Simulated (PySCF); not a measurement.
This PySCF input asks for the NMR shieldings of `InChI=1S/C5H19BN2Si2/c1-8(2)4-5(3-6-8)7(9)10/h5H,3-4,6H2,1-2,9-10H3/t5-/m0/s1`; the geometry comes from PBE0-D3(BJ)/def2-SVP.

```python
import basis_set_exchange as bse
import numpy as np
from pyscf import gto, dft
from pyscf.prop import nmr

atoms = """
C    -2.631891    0.964443   -0.791304
N    -1.775407    0.051732   -0.021694
C    -2.439303   -1.256460    0.093452
B    -1.434148    0.674402    1.522780
C     0.186499    0.762602    1.471873
C     0.572845   -0.303144    0.458555
N     1.947450   -0.295515   -0.052741
Si    2.831109    1.210525   -0.169879
Si    2.596158   -1.858683   -0.475759
C    -0.444300   -0.101620   -0.663959
H    -2.162798    1.954651   -0.828604
H    -2.782798    0.583251   -1.814980
H    -3.601798    1.058774   -0.286942
H    -3.360658   -1.141586    0.677243
H    -2.675256   -1.656999   -0.906457
H    -1.783869   -1.955840    0.624987
H    -2.036305    1.735037    1.611479
H    -1.858883   -0.164713    2.308038
H     0.523566    1.751333    1.106109
H     0.672110    0.594068    2.444553
H     0.385928   -1.291597    0.923472
H     3.188105    1.805557    1.153229
H     4.087439    0.901544   -0.913659
H     2.064439    2.242566   -0.940028
H     1.749976   -2.529035   -1.518447
H     2.607562   -2.772384    0.711469
H     3.982636   -1.695801   -0.997205
H    -0.462203   -0.909329   -1.413497
H    -0.200206    0.837671   -1.182164
"""
names = dict.fromkeys(["C", "N", "B", "Si", "H"], "pcSseg-1")
basis = {el: gto.basis.parse(bse.get_basis(n, elements=[el], fmt="nwchem")) for el, n in names.items()}
mol = gto.M(atom=atoms, basis=basis, charge=0, verbose=0)
mf = dft.RKS(mol, xc="PBE0")
mf.grids.level = 2
mf.grids.alignment = dft.numint.BLKSIZE   # the property module wants whole blocks of grid points
mf.conv_tol = 1e-9
mf.kernel()

calc = nmr.RKS(mf)   # GIAO
C = mf.mo_coeff
Co = C[:, mf.mo_occ > 0]
resp = mf.gen_response(singlet=True, hermi=2)
def vind(x):   # induced exchange potential for any number of trial vectors
    d = np.einsum("pi,xij,qj->xpq", C, 2 * x.reshape(-1, C.shape[1], Co.shape[1]), Co, optimize=True)
    return np.einsum("xpq,pi,qj->xij", resp(d - d.transpose(0, 2, 1)), C, Co, optimize=True).ravel()
mo1, _ = nmr.rhf.solve_mo1(calc, with_cphf=vind)
sigma = calc.kernel(mo1)
for i, s in enumerate(sigma):   # ppm
    print("%2d %-2s %9.2f" % (i, mol.atom_pure_symbol(i), np.trace(s) / 3))
```

Problem. Give the expected output.

Solution. 
```
 0 C     128.70
 1 N     205.66
 2 C     129.30
 3 B     104.87
 4 C     156.23
 5 C     126.16
 6 N     251.57
 7 Si    410.17
 8 Si    397.25
 9 C     116.65
10 H      28.63
11 H      29.10
12 H      28.65
13 H      28.73
14 H      29.36
15 H      28.52
16 H      28.59
17 H      28.69
18 H      30.07
19 H      29.97
20 H      27.95
21 H      26.54
22 H      26.75
23 H      26.56
24 H      26.70
25 H      26.56
26 H      26.49
27 H      28.75
28 H      28.95
```

These numbers come from an equivalent density-fitted implementation of the same equations, which agrees with the script to about 0.01 ppm for H and up to a few tenths of a ppm for heavy atoms, so last digits may differ.

Problem. Turn these shieldings into chemical shifts. Shifts are taken against calculated references (same method and geometry level): TMS for $^{13}$C (184.41 ppm), $^{29}$Si (351.99 ppm), $^{1}$H (31.27 ppm); $^{15}$N (265.67 ppm) against NH3; BF3·OEt2 for $^{11}$B (100.73 ppm).

Solution. Averaging equivalent atoms: C 9: 67.8; C 5: 58.2; C 0: 55.7; C 2: 55.1; C 4: 28.2; N 1: 60.0; N 6: 14.1; B 3: -4.1; Si 7/8: -51.7; H 21/22/23/24/25/26: 4.67; H 20: 3.32; H 16: 2.67; H 17: 2.58; H 27: 2.51; H 10/11/12: 2.48; H 13/14/15: 2.40; H 28: 2.32; H 19: 1.29; H 18: 1.20 ppm. Experimental scales use liquid or dissolved standards, which lie at an offset from isolated NH3 (liquid NH3: subtract about 20 ppm).

Size and cost of the density-fitted run: 279 basis functions, 74 s wall time on 1 thread of an Intel Xeon 6975P-C, shared host; peak memory 1.4 GiB.
